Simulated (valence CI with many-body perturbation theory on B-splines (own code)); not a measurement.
The numbers below are computed, except where a source is named.
**K¹⁴⁺: what each term of the Hamiltonian does**

Level of theory: configuration interaction combined with many-body perturbation theory (CI+MBPT): three valence electrons over a frozen Dirac-Fock core [He], radial functions for each j: 11 s, 11 p, 9 d, 7 f, 5 g, 2 h, 1 i, with the one-electron correlation potential Σ1, the two-electron term Σ2, the three-electron term Σ3, Breit, model QED; selected CI, second order for the rest (own B-spline code, finite nucleus).

No measured levels were compared; by estimate levels of excited configurations hold to 0.05 to 0.15 % of their energy, terms of the ground configuration to about 0.5 %.

Each rung adds one term. CI alone is the Dirac-Coulomb CI over the frozen core; QED comes last and gives the full result, which names the levels. Energies are above 2s2 2p 2P°_1/2 on the same rung, in Ry.

| Level | CI alone | Σ1 | Σ2 | Σ3 | Breit | QED | Full |
| --- | --- | --- | --- | --- | --- | --- | --- |
| 2s2 2p 2P°_3/2 | 0.276 | +0.0006 | 0.0000 | 0.0000 | -0.0124 | +0.0007 | 0.264 |
| 2s 2p2 4P_1/2 | 2.276 | -0.0111 | -0.0013 | +0.0008 | +0.0059 | -0.0098 | 2.261 |
| 2s 2p2 4P_3/2 | 2.383 | -0.0109 | -0.0013 | +0.0009 | +0.0009 | -0.0095 | 2.363 |
| 2s 2p2 4P_5/2 | 2.529 | -0.0106 | -0.0013 | +0.0008 | -0.0130 | -0.0091 | 2.496 |
| 2s 2p2 2D_3/2 | 4.078 | -0.0105 | -0.0051 | -0.0017 | -0.0051 | -0.0095 | 4.046 |
| 2s 2p2 2D_5/2 | 4.097 | -0.0104 | -0.0051 | -0.0016 | -0.0091 | -0.0094 | 4.061 |
| 2s 2p2 2S_1/2 | 5.063 | -0.0106 | -0.0066 | -0.0034 | +0.0077 | -0.0098 | 5.040 |
| 2s 2p2 2P_1/2 | 5.405 | -0.0105 | -0.0163 | -0.0032 | -0.0021 | -0.0095 | 5.363 |
| 2s 2p2 2P_3/2 | 5.516 | -0.0105 | -0.0216 | -0.0031 | -0.0094 | -0.0095 | 5.462 |
| 2p3 4S°_3/2 | 7.129 | -0.0223 | -0.0220 | -0.0022 | +0.0005 | -0.0198 | 7.063 |
| 2p3 2D°_3/2 | 8.024 | -0.0220 | -0.0170 | -0.0022 | +0.0050 | -0.0198 | 7.968 |
| 2p3 2D°_5/2 | 8.065 | -0.0219 | -0.0169 | -0.0021 | -0.0077 | -0.0197 | 7.997 |
| 2p3 2P°_1/2 | 8.981 | -0.0211 | -0.0166 | -0.0027 | +0.0048 | -0.0192 | 8.926 |
| 2p3 2P°_3/2 | 9.047 | -0.0208 | -0.0166 | -0.0027 | -0.0026 | -0.0189 | 8.985 |
| 2s2 3s 2S_1/2 | 35.485 | +0.0189 | -0.0034 | -0.0022 | -0.0219 | +0.0037 | 35.480 |
| 2s2 3p 2P°_1/2 | 36.590 | +0.0163 | -0.0035 | -0.0022 | -0.0182 | +0.0005 | 36.583 |
| 2s2 3p 2P°_3/2 | 36.666 | +0.0165 | -0.0035 | -0.0022 | -0.0221 | +0.0008 | 36.656 |
| 2s2 3d 2D_3/2 | 37.690 | +0.0194 | -0.0040 | -0.0021 | -0.0249 | +0.0010 | 37.680 |
| 2s2 3d 2D_5/2 | 37.712 | +0.0194 | -0.0041 | -0.0021 | -0.0256 | +0.0010 | 37.700 |

The middle columns are the shifts that each term adds.

(1) How does the ionisation energy move along the ladder, and which term matters most?

Answers

(1) CI alone 861.07, + Σ1 861.36, + Σ2 861.30, + Σ3 861.27, + Breit 860.92, + QED 860.94 eV. The largest step is Breit, -0.35 eV. NIST lists 860.92 ± 0.25 eV (semi-empirical).
